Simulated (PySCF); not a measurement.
H₄N₂Zn, singlet, geometry from GFN2-xTB (such geometries of metal compounds can be far from the true shape); WB97X/6-31G, TDA (PySCF).

Input for PySCF:
```python
from pyscf import gto, scf, dft, tdscf

mol = gto.M(
    atom='''
Zn    0.006582    0.146942    0.063914
N     1.151653    0.235476   -1.365862
H     1.938844   -0.397383   -1.318310
H     1.519156    1.119459   -1.685020
N    -1.188519   -0.770571    1.111702
H    -2.137879   -0.829503    0.769422
H    -1.259519   -0.555170    2.095613
''',
    basis='6-31g',
    charge=0,
    spin=0,
    verbose=4,
)

mf = dft.RKS(mol)
mf.xc = 'wb97x'
mf.kernel()
td = mf.TDA()
td.nstates = 5
td.kernel()
td.analyze()
```

It wrote (shortened):

```
PySCF version 2.14.0

[INPUT] verbose = 4
[INPUT] num. atoms = 7
[INPUT] num. electrons = 48
[INPUT] charge = 0
[INPUT] spin (= nelec alpha-beta = 2S) = 0
[INPUT] symmetry False subgroup None
[INPUT] Mole.unit = angstrom
[INPUT] Symbol           X                Y                Z      unit          X                Y                Z       unit  Magmom
[INPUT]  1 Zn     0.006582000000   0.146942000000   0.063914000000 AA    0.012438177352   0.277680136196   0.120779955525 Bohr   0.0
[INPUT]  2 N      1.151653000000   0.235476000000  -1.365862000000 AA    2.176308760534   0.444985148908  -2.581105103951 Bohr   0.0
[INPUT]  3 H      1.938844000000  -0.397383000000  -1.318310000000 AA    3.663884158256  -0.750945036558  -2.491244847275 Bohr   0.0
[INPUT]  4 H      1.519156000000   1.119459000000  -1.685020000000 AA    2.870788780490   2.115470917679  -3.184226314415 Bohr   0.0
[INPUT]  5 N     -1.188519000000  -0.770571000000   1.111702000000 AA   -2.245975403842  -1.456168149532   2.100812312131 Bohr   0.0
[INPUT]  6 H     -2.137879000000  -0.829503000000   0.769422000000 AA   -4.040005797459  -1.567533489505   1.453996854215 Bohr   0.0
[INPUT]  7 H     -1.259519000000  -0.555170000000   2.095613000000 AA   -2.380145958686  -1.049119252575   3.960134633078 Bohr   0.0

nuclear repulsion = 173.433727452273
number of shells = 29
number of NR pGTOs = 150
number of NR cGTOs = 53
basis = 6-31g
ecp = {}

******** <class 'pyscf.dft.rks.RKS'> ********
method = RKS
initial guess = minao
damping factor = 0
level_shift factor = 0
DIIS = <class 'pyscf.scf.diis.CDIIS'>
diis_start_cycle = 1
diis_space = 8
diis_damp = 0
SCF conv_tol = 1e-09
SCF conv_tol_grad = None
SCF max_cycles = 50
direct_scf = True
direct_scf_tol = 1e-13
XC library pyscf.dft.libxc version 7.1.2
    S. Lehtola, C. Steigemann, M. J. T. Oliveira, and M. A. L. Marques,  SoftwareX 7, 1–5 (2018)
XC functionals = wb97x
    J.-D. Chai and M. Head-Gordon,  J. Chem. Phys. 128, 084106 (2008)
radial grids:
    Treutler-Ahlrichs [JCP 102, 346 (1995); DOI:10.1063/1.469408] (M4) radial grids

becke partition: Becke, JCP 88, 2547 (1988); DOI:10.1063/1.454033
pruning grids: <function nwchem_prune>
grids dens level: 3
symmetrized grids: False
atomic radii adjust function: <function treutler_atomic_radii_adjust>
small_rho_cutoff = 0
Set gradient conv threshold to 3.16228e-05
Initial guess from minao.
tot grids = 87680
init E= -1890.62582226285
  HOMO = -0.310599267457237  LUMO = -0.0605268428883421  gap/eV = 6.80482
cycle= 1 E= -1890.88341553727  delta_E= -0.258  |g|= 0.552  |ddm|= 2.21
  HOMO = -0.241154636571697  LUMO = 0.0553752090252821  gap/eV = 8.06899
cycle= 2 E= -1890.89723165387  delta_E= -0.0138  |g|= 0.575  |ddm|= 0.778
  HOMO = -0.322371944620901  LUMO = 0.0417259753771173  gap/eV = 9.90761
cycle= 3 E= -1890.96013349331  delta_E= -0.0629  |g|= 0.0551  |ddm|= 0.34
  HOMO = -0.326042647411659  LUMO = 0.0421915795165768  gap/eV = 10.02016
cycle= 4 E= -1890.96080742595  delta_E= -0.000674  |g|= 0.0378  |ddm|= 0.0674
  HOMO = -0.322663450462171  LUMO = 0.0445098726363695  gap/eV = 9.99130
cycle= 5 E= -1890.96107657921  delta_E= -0.000269  |g|= 0.00529  |ddm|= 0.0302
  HOMO = -0.323087653220643  LUMO = 0.0443900370517096  gap/eV = 9.99958
cycle= 6 E= -1890.96110115627  delta_E= -2.46e-05  |g|= 0.000879  |ddm|= 0.0138
  HOMO = -0.323188933719195  LUMO = 0.0441955461413714  gap/eV = 9.99704
cycle= 7 E= -1890.96110237682  delta_E= -1.22e-06  |g|= 0.000255  |ddm|= 0.00352
  HOMO = -0.323194814268327  LUMO = 0.0442064044500756  gap/eV = 9.99750
cycle= 8 E= -1890.96110240896  delta_E= -3.21e-08  |g|= 0.000106  |ddm|= 0.000586
  HOMO = -0.323204265502049  LUMO = 0.0442049541945915  gap/eV = 9.99771
cycle= 9 E= -1890.96110241224  delta_E= -3.28e-09  |g|= 2.78e-05  |ddm|= 0.000119
  HOMO = -0.323205284195366  LUMO = 0.0442010981813139  gap/eV = 9.99764
cycle= 10 E= -1890.96110241271  delta_E= -4.64e-10  |g|= 4.19e-06  |ddm|= 6.19e-05
  HOMO = -0.323205498073901  LUMO = 0.0442009366439455  gap/eV = 9.99764
Extra cycle  E= -1890.96110241274  delta_E= -2.82e-11  |g|= 1.93e-06  |ddm|= 1.18e-05
converged SCF energy = -1890.96110241274

******** <class 'pyscf.tdscf.rks.TDA'> for <class 'pyscf.dft.rks.RKS'> ********
nstates = 5 singlet
deg_eia_thresh = 1.000e-03
wfnsym = None
conv_tol = 1e-05
eigh lindep = 1e-12
eigh level_shift = 0
eigh max_cycle = 100

Excitation energies (eV)
[4.98610039 5.10801236 6.34348926 6.46319159 6.97323889]

** Singlet excitation energies and oscillator strengths **
Excited State   1:      4.98610 eV    248.66 nm  f=0.0738
      23 -> 25       -0.23416
      23 -> 28        0.12789
      24 -> 25       -0.61224
      24 -> 27        0.12117
      24 -> 28        0.10266
Excited State   2:      5.10801 eV    242.72 nm  f=0.1166
      23 -> 25       -0.61724
      23 -> 27        0.13577
      23 -> 28       -0.10280
      24 -> 25        0.21962
      24 -> 28        0.11901
Excited State   3:      6.34349 eV    195.45 nm  f=0.0169
      23 -> 26        0.25422
      23 -> 27        0.21099
      24 -> 26       -0.60813
Excited State   4:      6.46319 eV    191.83 nm  f=0.0765
      22 -> 25        0.14848
      23 -> 26        0.57752
      24 -> 26        0.22567
      24 -> 27       -0.25787
Excited State   5:      6.97324 eV    177.80 nm  f=0.0239
      22 -> 25       -0.37407
      23 -> 26       -0.13596
      23 -> 28       -0.20512
      24 -> 25       -0.12291
      24 -> 27       -0.50696

** Transition electric dipole moments (AU) **
state          X           Y           Z        Dip. S.      Osc.
  1        -0.0606     -0.0665     -0.7723      0.6045      0.0738
  2        -0.1163     -0.9563     -0.0628      0.9319      0.1166
  3         0.0334     -0.3228     -0.0593      0.1088      0.0169
  4         0.2689     -0.2312      0.5976      0.4829      0.0765
  5         0.3123      0.0383     -0.2016      0.1396      0.0239

** Transition velocity dipole moments (imaginary part, AU) **
state          X           Y           Z        Dip. S.      Osc.
  1        -0.0419     -0.0074     -0.1235      0.0171      0.0620
  2         0.0022     -0.1543     -0.0181      0.0241      0.0857
  3         0.0027     -0.0613     -0.0230      0.0043      0.0123
  4         0.0805     -0.0274      0.0801      0.0136      0.0383
  5         0.0603     -0.0219      0.0302      0.0050      0.0131

** Transition magnetic dipole moments (imaginary part, AU) **
state          X           Y           Z
  1         0.1815     -0.4108      0.2734
  2        -0.2063     -0.1646     -0.3840
  3        -0.1316     -0.3418     -0.1137
  4        -0.3457      0.1448      0.1642
  5        -0.3859      0.2148     -0.2385
```
